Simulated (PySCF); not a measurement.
PySCF 2.14 output of a UHF calculation on a single atom or ion in def2-SVP (5s4p3d, 32 functions), with no relativity, point nucleus:

```
SCF conv_tol = 1e-09
number electrons alpha = 18  beta = 16
cycle= 1 E= -2571.68479925113  delta_E= -0.00339  |g|= 0.0213  |ddm|= 0.0639
cycle= 2 E= -2571.68513247177  delta_E= -0.000333  |g|= 0.0069  |ddm|= 0.0204
cycle= 3 E= -2571.68517238406  delta_E= -3.99e-05  |g|= 0.000469  |ddm|= 0.0102
cycle= 4 E= -2571.6851726171  delta_E= -2.33e-07  |g|= 0.000145  |ddm|= 0.00117
cycle= 5 E= -2571.68517262871  delta_E= -1.16e-08  |g|= 2.78e-05  |ddm|= 0.000274
cycle= 6 E= -2571.68517262947  delta_E= -7.6e-10  |g|= 4.51e-06  |ddm|= 0.000102
converged SCF energy = -2571.68517262947  <S^2> = 2.0065886  2S+1 = 3.0043892
```

The run itself started from symmetry-adapted Hartree-Fock orbitals and held the occupation by maximum overlap, so the iterations belong to that start.

Which element, charge and spin multiplicity is this?

Br⁺ (bromine, charge +1), multiplicity 3; the state was [Ar] 3d10 4s2 4p4, high-spin 3P determinant.
